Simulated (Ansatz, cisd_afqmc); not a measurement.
System: As, charge 1, triplet.

Total energies in aug-cc-pVTZ, 4 correlated electrons, 14 frozen orbitals. Open shells are spin-unrestricted; no spin-orbit coupling. Cores are frozen in correlated methods (noble-gas shells, and filled d and f shells in the p block). No relativity. AFQMC is phaseless with a CISD trial state; ± is one standard error, without the phaseless bias. Outlying blocks are dropped, and bars are widened where a walk drifts. Over all cases where full CI ran beside it in this data, AFQMC minus full CI had a median of +0.1 mEh and passed +0.4 mEh in a tenth of the cases.

| method | program | energy (Eh) | minus CCSDTQ (mEh) |
|---|---|---|---|
| HF | Ansatz | -2233.89025 | 72.25 |
| MP2 | Ansatz | -2233.94465 | 17.85 |
| CCSD | Ansatz | -2233.96027 | 2.23 |
| CCSD(T) | Ansatz | -2233.96199 | 0.51 |
| CCSDT(Q) | Ansatz | -2233.96249 | 0.01 |
| CCSDTQ | Ansatz | -2233.96250 | 0.00 |
| AFQMC/CISD | cisd_afqmc | -2233.9623 ± 0.0001 | 0.2 ± 0.1 |

Ansatz is a quantum-chemistry and plane-wave program.
